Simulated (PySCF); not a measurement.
Radial density of Pb²⁺ (lead, charge +2)

BLYP, [Xe] 4f14 5d9 6s2 7s1, high-spin 3D determinant (an excited configuration). All numbers are calculated (PySCF 2.14, the spin-free X2C one-electron Hamiltonian (Gaussian nucleus), in aug-cc-pwCVTZ-DK3 with one added diffuse shell each of s, d, f type (12s10p9d6f1g, 138 functions)).

| r (bohr) | 4πr²ρ (e/bohr) | 4πr²(ρα − ρβ) |
| --- | --- | --- |
| 0.0157 | 105.7 | 0.0000 |
| 0.0265 | 108.9 | 0.0031 |
| 0.0445 | 153.5 | 0.0265 |
| 0.0749 | 126.9 | 0.0927 |
| 0.126 | 142.9 | 0.0948 |
| 0.212 | 92.54 | 0.0213 |
| 0.356 | 97.64 | 0.2399 |
| 0.599 | 39.51 | 0.1051 |
| 1.01 | 20.95 | 1.0350 |
| 1.70 | 5.911 | 0.5094 |
| 2.85 | 0.7238 | 0.0619 |
| 4.80 | 0.3125 | 0.3037 |
| 8.07 | 0.01897 | 0.0190 |

Densities and radii are taken from the X2C orbitals without a picture-change correction, which distorts them close to the nucleus.

Spin-orbit coupling, absent here, splits the open shell strongly. The outer electron is Rydberg-like, and this basis confines it to a smaller radius and binds it less than a complete one would.
